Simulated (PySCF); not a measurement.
Lowest singlet excitation (eV) of eight silicon and germanium compounds: TDDFT-PBE beside TDDFT-B3LYP, computed with PySCF for isolated molecules in the bases named; differences from unrounded values. The eight are the first of their class met in an unordered collection, after screening for sound electronic states; none was chosen by its value. Each molecule has one DFT geometry for both levels.

```tsv
molecule	basis	TDDFT-B3LYP	TDDFT-PBE	difference
3-silyloxypropanenitrile (C3H7NOSi), SMILES C(C#N)CO[SiH3]	def2-SVPD	6.89	(withheld)	(withheld)
Ge(H)2(Me)(NH2) (CH₇GeN), SMILES [NH2][GeH2][CH3]	def2-SVPD	5.92	5.50	-0.43
difluoro(silyloxy)silane (F2H4OSi2), SMILES O([SiH](F)F)[SiH3]	def2-SVPD	7.62	7.06	-0.56
1-aminosilyl-2-silylethyne (C2H7NSi2), SMILES N[SiH2]C#C[SiH3]	def2-SVPD	5.42	4.92	-0.50
GeH6P2, SMILES [PH2][GeH2][PH2]	def2-SVPD	5.40	5.09	-0.31
CH₉N₃Si, SMILES C([SiH](N)N)N	def2-SVPD	5.27	4.63	-0.64
C3H6F2Si, SMILES F[SiH2]C1(F)CC1	def2-SVPD	6.71	(withheld)	(withheld)
C₂H₄FNSi, SMILES N1[C@@H](F)[SiH2]C=1	def2-SVPD	4.07	(withheld)	(withheld)
```

Complete the blanks. (Estimate from the structure and the level; the computed values follow.)


- 3-silyloxypropanenitrile (C3H7NOSi), SMILES C(C#N)CO[SiH3], TDDFT-PBE: 6.22
- 3-silyloxypropanenitrile (C3H7NOSi), SMILES C(C#N)CO[SiH3], difference: -0.67
- C3H6F2Si, SMILES F[SiH2]C1(F)CC1, TDDFT-PBE: 5.97
- C3H6F2Si, SMILES F[SiH2]C1(F)CC1, difference: -0.73
- C₂H₄FNSi, SMILES N1[C@@H](F)[SiH2]C=1, TDDFT-PBE: 3.85
- C₂H₄FNSi, SMILES N1[C@@H](F)[SiH2]C=1, difference: -0.22

TDDFT-PBE lies below TDDFT-B3LYP in 8 and above it in 0 of the eight; the mean signed difference is -0.51 and the largest -0.73 eV.
